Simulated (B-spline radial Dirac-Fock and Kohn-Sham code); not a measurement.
Cr³⁺: non-radiative channels of the 2p1/2 vacancy

System: Cr³⁺, configuration [Ar] 3d3.

Model: one-electron (LDA, Dirac) transition rates at Dirac-Fock energies. Program: a B-spline atomic structure program. Kinetic energies are configuration averages from the vacuum level; the two-hole energies are estimated from single-hole states.

```
transition  kinetic energy (eV)  width (meV)  share (%)
   L2-M1M1                355.6         2.42        0.8
   L2-M1M2                393.8         46.2       14.3
   L2-M1M3                394.9         3.44        1.1
   L2-M2M2                425.8         39.3       12.2
   L2-M2M3                428.3          139       43.2
   L2-M3M3                429.0         3.89        1.2
   L2-M1M4                440.6         1.20        0.4
   L2-M1M5                440.7         1.54        0.5
   L2-M2M5                475.7         30.9        9.6
   L2-M2M4                476.5         15.6        4.9
   L2-M3M4                476.8         17.5        5.4
   L2-M3M5                477.4         2.68        0.8
   L2-M4M4                523.6         3.14        1.0
   L2-M4M5                523.7         14.4        4.5
```

The listed channels hold 100 % of the non-radiative rate. Summed by principal shells, of 0.322 eV in all: LMM 100.0 %.

Values without a named source are computed, but for edge energies of neutral atoms, which are taken from tables.
